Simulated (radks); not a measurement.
Effect of the nuclear size on neutral lanthanum, [Xe] 5d1 6s2. All-electron calculation, Dirac Kohn-Sham, PBE, spin-unpolarised, spherical densities, finite nucleus; open shells are shared between the two j in proportion to 2j + 1; Fermi nuclear charge, rms radius 4.855 fm. Program: a radial shooting solver on a logarithmic mesh with Libxc functionals. The rms radius is varied about that value; shifts are against it.

rms radius (fm),total energy shift (eV),density at nucleus (e/bohr^3),1s1/2 shift (meV),2s1/2 shift (meV),5s1/2 shift (meV),5p1/2 shift (meV),6s1/2 shift (meV),5d5/2 shift (meV),6p1/2 (empty) shift (meV)
3.8889,-3.38,3.677e+05,-1410,-171,-1.18,0.239,-0.073,0.138,0.060
4.6559,-0.746,3.547e+05,-310,-37.6,-0.260,0.053,-0.016,0.030,0.013
4.855,0,3.517e+05,0.000,0.000,0.000,0.000,0.000,0.000,0.000
5.3259,1.86,3.453e+05,775,93.9,0.649,-0.132,0.040,-0.076,-0.033
6.0202,4.86,3.369e+05,2020,245,1.69,-0.344,0.105,-0.199,-0.086

Slopes of the eigenvalues against <r^2> in GHz/fm^2, as finite differences over the two radii next to the reference (eigenvalue slopes, not the field-shift constants of lines): 1s1/2 39300, 2s1/2 4760, 5s1/2 32.9, 5p1/2 -6.68, 6s1/2 2.04, 5d5/2 -3.86, 6p1/2 (empty) -1.67.
